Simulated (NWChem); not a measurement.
All runs are NWChem calculations. System: neopentasilane (H₁₂Si₅), charge 0, spin multiplicity 1, at a geometry optimised with B3LYP/def2-SVP. Level: G0W0@B3LYP/def2-SVP, RI basis def2-svp-rifit, VWN1-RPA local correlation.

Input file:

```
start mol
memory heap 200 mb stack 700 mb global 1700 mb
geometry units angstroms nocenter noautoz
  Si     1.875498     0.450340     1.363831
  Si     0.000000     0.000000    -0.000021
  Si     0.449437    -1.875747    -1.363825
  Si    -1.875498    -0.450340     1.363831
  Si    -0.449437     1.875747    -1.363825
  H      2.173675    -0.721841     2.240156
  H      1.613307     1.638409     2.230211
  H      3.075253     0.731610     0.519824
  H     -0.724339    -2.174854    -2.237709
  H      0.732841    -3.074961    -0.519763
  H      1.635699    -1.613501    -2.232648
  H     -1.613307    -1.638409     2.230211
  H     -2.173675     0.721841     2.240156
  H     -3.075253    -0.731610     0.519824
  H     -0.732841     3.074961    -0.519763
  H      0.724339     2.174854    -2.237709
  H     -1.635699     1.613501    -2.232648
  symmetry group C2
end
basis spherical
  * library def2-svp
end
basis "ri basis" bse spherical
  * library def2-svp-rifit
end
dft
  xc b3lyp
  iterations 100
  direct
  tolerances tight
end
task dft energy
gw
  states alpha occ 4 vir 2
end
task dft gw
```

Output (cleaned and shortened):

```
             Northwest Computational Chemistry Package (NWChem) 7.3.0
             --------------------------------------------------------

                                NWChem Input Module
                                -------------------

 Scaling coordinates for geometry "geometry" by  1.889725989
 (inverse scale =  0.529177249)

 Turning off AUTOSYM since
 SYMMETRY directive was detected!

                             Geometry "geometry" -> ""
                             -------------------------

 Output coordinates in angstroms (scale by  1.889725989 to convert to a.u.)

  No.       Tag          Charge          X              Y              Z
 ---- ---------------- ---------- -------------- -------------- --------------
    1 Si                  14.0000     1.87549800     0.45034000     1.36383100
    2 Si                  14.0000     0.00000000     0.00000000    -0.00002100
    3 Si                  14.0000     0.44943700    -1.87574700    -1.36382500
    4 Si                  14.0000    -1.87549800    -0.45034000     1.36383100
    5 Si                  14.0000    -0.44943700     1.87574700    -1.36382500
    6 H                    1.0000     2.17367500    -0.72184100     2.24015600
    7 H                    1.0000     1.61330700     1.63840900     2.23021100
    8 H                    1.0000     3.07525300     0.73161000     0.51982400
    9 H                    1.0000    -0.72433900    -2.17485400    -2.23770900
   10 H                    1.0000     0.73284100    -3.07496100    -0.51976300
   11 H                    1.0000     1.63569900    -1.61350100    -2.23264800
   12 H                    1.0000    -1.61330700    -1.63840900     2.23021100
   13 H                    1.0000    -2.17367500     0.72184100     2.24015600
   14 H                    1.0000    -3.07525300    -0.73161000     0.51982400
   15 H                    1.0000    -0.73284100     3.07496100    -0.51976300
   16 H                    1.0000     0.72433900     2.17485400    -2.23770900
   17 H                    1.0000    -1.63569900     1.61350100    -2.23264800

 Effective nuclear repulsion energy (a.u.)     492.6780464461

            Nuclear Dipole moment (a.u.)
            ----------------------------
        X                 Y               Z
 ---------------- ---------------- ----------------
    -0.0000000000     0.0000000000     0.0000302356

      Symmetry information
      --------------------

 Group name             C2
 Group number              4
 Group order               2
 No. of unique centers     9

      Symmetry unique atoms

     1    2    3    6    7    8    9   10   11


 Summary of "ao basis" -> "" (spherical)
 ------------------------------------------------------------------------------
       Tag                 Description            Shells   Functions and Types
 ---------------- ------------------------------  ------  ---------------------
 *                          def2-svp                  on all atoms

 new library libraries.bse/

 Summary of "ri basis" -> "" (spherical)
 ------------------------------------------------------------------------------
       Tag                 Description            Shells   Functions and Types
 ---------------- ------------------------------  ------  ---------------------
 *                       def2-svp-rifit               on all atoms

                                 NWChem DFT Module
                                 -----------------

 Summary of "ao basis" -> "ao basis" (spherical)
[...]
  ----- ------------  ---------------      ----- ------------  ---------------
    29      0.264896   2 Si px               26      0.251289   2 Si px
    30     -0.151817   2 Si py                8     -0.146515   1 Si px
    62     -0.146515   4 Si px               27     -0.143864   2 Si py
    23     -0.136549   2 Si px               11     -0.126862   1 Si px
    65     -0.126862   4 Si px               45      0.126054   3 Si py

 Vector   42  Occ=0.000000D+00  E=-7.473058D-03  Symmetry=a
              MO Center= -1.3D-12,  2.1D-12,  7.1D-02, r^2= 7.8D+00
   Bfn.  Coefficient  Atom+Function         Bfn.  Coefficient  Atom+Function
  ----- ------------  ---------------      ----- ------------  ---------------
    12      0.543673   1 Si py               66     -0.543673   4 Si py
    92      0.492588   6 H  s               127      0.492588  13 H  s
   117      0.482296  11 H  s               147      0.482296  17 H  s
    47     -0.461270   3 Si px               83      0.461270   5 Si px
    48     -0.300340   3 Si py               84      0.300340   5 Si py

 Vector   43  Occ=0.000000D+00  E=-7.440946D-03  Symmetry=a
              MO Center= -5.9D-12,  3.6D-12, -7.3D-02, r^2= 7.9D+00
   Bfn.  Coefficient  Atom+Function         Bfn.  Coefficient  Atom+Function
  ----- ------------  ---------------      ----- ------------  ---------------
    49      0.450959   3 Si pz               85      0.450959   5 Si pz
   112     -0.443235  10 H  s               137     -0.443235  15 H  s
   107      0.430512   9 H  s               142      0.430512  16 H  s
    97      0.423915   7 H  s               122      0.423915  12 H  s
    13     -0.399503   1 Si pz               67     -0.399503   4 Si pz

 Vector   44  Occ=0.000000D+00  E=-6.320543D-03  Symmetry=b
              MO Center=  6.2D-12, -2.4D-12,  2.1D-04, r^2= 6.8D+00
   Bfn.  Coefficient  Atom+Function         Bfn.  Coefficient  Atom+Function
  ----- ------------  ---------------      ----- ------------  ---------------
    29      0.583784   2 Si px              107      0.420558   9 H  s
   142     -0.420558  16 H  s                97      0.417042   7 H  s
   122     -0.417042  12 H  s                11      0.382284   1 Si px
    65      0.382284   4 Si px               47      0.365977   3 Si px
    83      0.365977   5 Si px               30     -0.347975   2 Si py

 center of mass
 --------------
 x =  -0.00000000 y =   0.00000000 z =  -0.00000135

 moments of inertia (a.u.)
 ------------------
        1782.386920528618          -0.364748538629           0.000000000000
          -0.364748538629        1781.984561872724          -0.000000000000
           0.000000000000          -0.000000000000        1782.255350555900

     Multipole analysis of the density
     ---------------------------------

     L   x y z        total         alpha         beta         nuclear
     -   - - -        -----         -----         ----         -------
     0   0 0 0     -0.000000    -41.000000    -41.000000     82.000000

     1   1 0 0      0.000000      0.000000      0.000000     -0.000000
     1   0 1 0      0.000000      0.000000      0.000000      0.000000
     1   0 0 1     -0.000028     -0.000029     -0.000029      0.000030

     2   2 0 0    -57.256781   -287.869257   -287.869257    518.481733
     2   1 1 0     -0.001453     -0.103967     -0.103967      0.206481
     2   1 0 1     -0.000000     -0.000000     -0.000000     -0.000000
     2   0 2 0    -57.258183   -287.983755   -287.983755    518.709327
     2   0 1 1      0.000000      0.000000      0.000000     -0.000000
     2   0 0 2    -57.257574   -287.907054   -287.907054    518.556534

 Task  times  cpu:       20.3s     wall:       20.3s

                                NWChem Input Module
                                -------------------

                                 NWChem GW Module
                                 ----------------

                             ***********************
                             ***        GW       ***
                             ***********************

 Summary of "ri basis" -> "ri basis" (spherical)
 ------------------------------------------------------------------------------
       Tag                 Description            Shells   Functions and Types
 ---------------- ------------------------------  ------  ---------------------
 Si                      def2-svp-rifit             20       62   8s5p5d2f
 H                       def2-svp-rifit              6       14   3s2p1d

                 Memory Information
                 ------------------
          Available GA per process is          1699.8 MBs
          Available stack per process is        700.0 MBs
          Available heap per process is           0.0 MBs

          Peak memory in Initialization
              Peak GA per process is                 25.2 MBs
              Peak stack per process is               0.2 MBs
              Peak heap per process is               26.0 MBs
              Memory not in MA per process            0.0 MBs

          Peak memory in AFF Calculation
              Peak GA per process is                191.9 MBs
              Peak stack per process is             152.4 MBs
              Peak heap per process is                0.0 MBs
              Memory not in MA per process          152.4 MBs

          Computing 2-center integrals
          Computing Inverse Cholesky factor
          Computing 3-center integrals
          Computing V_xc ...

          Computing Sigma_x
          Computing RPA polarizability
          Solving quasiparticle equations

                  Alpha Orbitals
          State     Energy (eV)     Error (eV)
          -----------------------------------
@GW        38        -11.604           0.005
@GW        39         -9.230           0.003
@GW        40         -9.230           0.003
@GW        41         -9.230           0.003
@GW        42          1.910           0.004
@GW        43          1.911           0.005

   Applying  -1.4200 eV scissor-shift to rest of particle states

   Applying   2.1137 eV scissor-shift to rest of hole states

     GW Timing Statistics
   ------------------------
   Init.   :          0.1s
     ERIs  :          3.5s
     Distr.:          0.1s
     Vxc   :          3.1s
   Sigma_x :          0.0s
   RPA     :         27.2s
   Wmn     :          0.2s
   Sigma_c :          0.2s
   GW total:         34.3s

 Task  times  cpu:       34.3s     wall:       34.3s

 Total times  cpu:       54.7s     wall:       54.7s
```
